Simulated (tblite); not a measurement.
Run record: tight-binding relaxation, `CO[C@@H]1C[C@H](C)CP1C`.

Computed with GFN2-xTB geometry optimisation, gas phase (tblite 0.8.0). Start geometry: from a force field or distance geometry. A driver script takes a list of jobs; this job's settings line and coordinates (Å) are shown.

Command:
```bash
OMP_NUM_THREADS=1 python probes_run.py task.json out
```

Input:
```
{"job": {"kind": "relax", "xc": "GFN2-xTB", "basis": "xTB"}, "charge": 0, "multiplicity": 1}
C     -3.224900    -0.719600     0.177600
O     -1.953600    -0.596000     0.765800
C     -0.886900    -0.602800    -0.184200
C      0.417200    -0.915900     0.531400
C      1.552300    -0.622200    -0.430500
C      2.917200    -0.774700     0.209000
C      1.318800     0.810300    -0.948000
P     -0.524900     0.998600    -1.116600
C     -0.836400     2.202600     0.230100
H     -3.319400    -1.657000    -0.372800
H     -3.442900     0.129400    -0.482300
H     -3.984800    -0.725000     0.978200
H     -1.079700    -1.383500    -0.923400
H      0.518800    -0.332400     1.457700
H      0.424400    -1.965500     0.855700
H      1.488300    -1.318700    -1.271100
H      3.035600    -0.103000     1.075700
H      3.716300    -0.546200    -0.503800
H      3.070800    -1.798100     0.566100
H      1.714200     1.552700    -0.235500
H      1.807100     0.970900    -1.904800
H     -0.464800     3.193700    -0.059200
H     -0.352300     1.928700     1.180400
H     -1.922100     2.293300     0.412100
```

**Question.** Give the output.

**Answer.** 
```
step      E/eV     max force
  0    -795.16433    0.929
  1    -795.21976    0.469
  2    -795.23369    0.241
  3    -795.24188    0.195
  4    -795.24893    0.234
  5    -795.25370    0.215
  6    -795.25706    0.114
  7    -795.25939    0.098
  8    -795.26139    0.134
  9    -795.26294    0.130
... (29 lines left out)
 39    -795.28062    0.038
 40    -795.28075    0.038
 41    -795.28085    0.022
 42    -795.28091    0.016
 43    -795.28096    0.020
 44    -795.28101    0.020
 45    -795.28105    0.015
 46    -795.28108    0.012
 47    -795.28111    0.011
 48    -795.28113    0.010
```

«max force» is the largest atomic force in eV/Å.

**Question.** From which step on does the largest force stay under 0.1 eV/Å, and how much energy is left to gain from there?

**Answer.** From step 31 (0.099 eV/Å), 3.6 meV above the end.

Summary of the converged run: energy lowered by 2.7 kcal/mol over 48 steps; largest atomic force 0.010 eV/Å at the end.

Time: 0.43 s. Hardware: one thread of an Arm Neoverse V1, no GPU, shared host with 64 logical CPUs at a one-minute load of 16.
Labels such as C1 count atoms from 1, the log's own numbers from 0.
